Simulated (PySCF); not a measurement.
Molecule: H₂F₂GeS₂, SMILES [F][Ge]([F])([SH])[SH]. Atoms near the plane z = 0.0 Å, at the PBE0/def2-SVP optimised geometry (x, y, z in Å): Ge2 (-0.2, -0.4, 0.0), S4 (2.0, -0.4, 0.0), S5 (-1.0, 1.6, 0.0), H6 (2.1, -1.6, -0.7), H7 (-2.1, 1.2, 0.7).

Level of theory: PBE0/def2-TZVP (PySCF). Cells within 0.4 Å of a nucleus heavier than hydrogen are left out (blank, or x). The values are rescaled to run from 0 to 1.

```
|33333333333333333333333333333|
|33333333333333333333333333333|
|33333333333333333333333333333|
|33333333333333333333333333333|
|33333333322333333333333333333|
|33333332222333333333333333333|
|33333322222343333333333333333|
|33333222112564322333333333333|
|33333222212x64322233333333333|
|3333222343xxx3222223333333333|
|33332223543x43322222233333333|
|33332223430377422222233333333|
|33333222333798522222333333333|
|33333222223675323332354333333|
|33333322222330125763366332333|
|3333332221102xx16974xx4322333|
|3333333221001xx16962xx1122233|
|33333332221001214541331122233|
|33333332221100002333553222333|
|33333333222211011223443222333|
|33333333322222112222222223333|
|33333333332222222222222233333|
|33333333333322222222222333333|
|33333333333333333333333333333|
|33333333333333333333333333333|
|33333333333333333333333333333|
|33333333333333333333333333333|
|33333333333333333333333333333|
|33333333333333333333333333333|
```
Scale: ten equal steps from 0.000 (start of '0') to 1.00 (end of '9'), in the order '0123456789'; x runs from -4.50 to 4.50, y from -4.50 (bottom) to 4.50 (top).

Question: Which quantity is mapped?
(A) deformation density (molecule minus spherical neutral atoms)
(B) Laplacian of the electron density
(C) electron localisation function
(D) electrostatic potential

Answer: A, deformation density (molecule minus spherical neutral atoms). In full: deformation density (molecule minus spherical neutral atoms) (e/bohr³).
